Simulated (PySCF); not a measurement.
## Sc (scandium, neutral) across methods

[Ar] 4s2 4p1, 2P determinant (an excited configuration). Calculation: PySCF 2.14, in aug-cc-pVTZ with one added diffuse shell each of s, p, d, f, g type (9s8p6d4f3g, 118 functions); no relativity, point nucleus.

| method | E (hartree) | mean ε 4s α (eV) | mean ε 4s β (eV) | mean ε 4p α (eV) | Σ⟨r²⟩ (bohr²) | ⟨S²⟩ |
| --- | --- | --- | --- | --- | --- | --- |
| PBEsol | -759.348 | -5.944 | -5.473 | -2.733 | 60.29 | 0.757 |
| PBE | -760.251 | -5.938 | -5.472 | -2.779 | 60.38 | 0.759 |
| LDA | -758.529 | -6.053 | -5.630 | -2.704 | 60.25 | 0.753 |
| r2SCAN | -760.432 | -6.029 | -5.521 | -2.962 | 60.64 | 0.771 |

Q: Estimate the same row for UHF.

A: E (hartree) = -759.62950; mean ε 4s α (eV) = -8.422; mean ε 4s β (eV) = -7.357; mean ε 4p α (eV) = -4.637; Σ⟨r²⟩ (bohr²) = 63.32; ⟨S²⟩ = 0.854.
